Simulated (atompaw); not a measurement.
Logarithmic derivatives: Pb (Z = 82), PAW (atompaw)

Pb, PAW, made with atompaw 4.2.0.5 (PBEsol, scalar-relativistic). Core [Xe] 4f14 5d10, reference 6s2 6p2. Waves: 6s (bound): rc 3.00 bohr; 6s channel at -0.25 Ry: rc 3.00 bohr; 6p (bound): rc 2.95 bohr; 6p channel at 0.1 Ry: rc 2.95 bohr; 6d channel at 0.35 Ry: rc 3.00 bohr; 6d channel at 0.95 Ry: rc 3.00 bohr. Local part: troulliermartins scheme with l = 3 at -0.5 Ry, radius 2.35 bohr. Core correction: smooth core density matched at 1.80 bohr. Augmentation charge: gaussian compensation charge, radius 2.55 bohr; PAW radius 3.00 bohr; waves and projectors: custom rrkj vanderbiltortho.

The phase is arctan(r·u′/u) with u = r·R(r), unwrapped; energies in Ry, scanned from -3 to 5 Ry. A pole is an energy at which the radial function vanishes at the test radius. The pseudo phase is shifted by a multiple of π to meet the all-electron one at the reference energy, and phase errors are pseudo minus all-electron; the curves can meet again beyond the range given. Levels narrower than the energy grid can be missing from the lists of poles. Where the grid stepped over a known ghost or core level, its pole and its step of π were put in at the level’s energy.

```csv
channel,radius (bohr),reference energy (Ry),"poles, all-electron","poles, pseudo",unbroken range about the reference energy with phases within 0.05 rad,phase error 1 Ry above the reference energy (rad)
s,3.02,-0.89,-0.28,"-1.03, -0.28",-1.0 to 1.8,-0.000
p,3.02,-0.26,1.05,"1.05, 2.38",below 2.0,-0.000
d,3.02,0.35,"-1.50, 3.21","-0.86, 3.34",-0.7 to 4.7,+0.001
```

Note: ghost states, extra bound levels that the all-electron valence spectrum of the same l lacks: s at -14.0 eV, d at -12.1 eV. A true bound ghost makes a file unfit for plane-wave use.

Phases in the d channel:

```tsv
E (Ry)	all-electron	pseudo
-3.00	1.374	1.385
-2.52	1.351	1.369
-2.04	1.305	1.348
-1.56	-1.255	1.316
-1.08	-1.800	1.234
-0.60	-1.875	-1.859
-0.12	-1.976	-1.974
0.36	-2.185	-2.185
0.84	-2.832	-2.832
1.32	-3.986	-3.985
1.80	-4.417	-4.414
2.28	-4.575	-4.570
2.76	-4.659	-4.651
3.24	-4.715	-4.704
3.72	-4.762	-4.744
4.20	-4.808	-4.780
4.68	-4.864	-4.816
```
